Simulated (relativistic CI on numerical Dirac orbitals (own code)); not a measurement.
## Pt4+: 5d valence photoemission

Computed with this model: Dirac-Coulomb-Breit CI, orbitals from a KLI potential per configuration, QED by a radiative potential, valence Slater integrals scaled by 0.7, multiplet model of photoemission in the sudden approximation; configurations [Xe] 4f14 5d6 → [Xe] 4f14 5d5; 80 K; Lorentzian 0.21 eV and Gaussian 0.5 eV FWHM. Energies are those of the free ion, without screening or charge transfer. The energies are binding energies and can lie tens of eV above those of solids. S is read from ⟨S²⟩ = S(S + 1).

Field parameters in Wybourne normalisation: Oh B⁴₀ = 21Dq, B⁴₄ = √(5/14) B⁴₀. The field is a parameter set, without covalency.

free ion: ground-state S = 1.76, centroid 59.38 eV. Peaks (eV, height): 57.2 (54), 59.0 (27), 60.0 (100), 61.6 (10), 62.5 (6).

Oh, 10Dq = 8500 cm⁻¹: ground-state S = 1.32, centroid 59.31 eV. Peaks (eV, height): 57.5 (76), 59.6 (100), 61.9 (9).

Oh, 10Dq = 23450 cm⁻¹: ground-state S = 0.42, centroid 59.73 eV. Peaks (eV, height): 58.6 (71), 59.9 (100).

Oh, 10Dq = 38400 cm⁻¹: ground-state S = 0.19, centroid 60.42 eV. Peaks (eV, height): 59.4 (52), 60.7 (100).

Strongest unbroadened transitions for Oh, 10Dq = 8500 cm⁻¹:

```
Energy (eV)  Relative strength
      57.51               70.1
      57.64               24.9
      58.66               23.3
      59.23               15.9
      59.62              100.0
      59.86               14.3
      60.09               13.9
      60.26               23.7
      60.44               23.1
      60.48                5.2
      60.58                1.3
      61.14                6.3
      61.21                2.4
      61.28                1.8
      61.98                5.7
      62.12                1.3
      62.55                1.5
      62.62                1.5
```
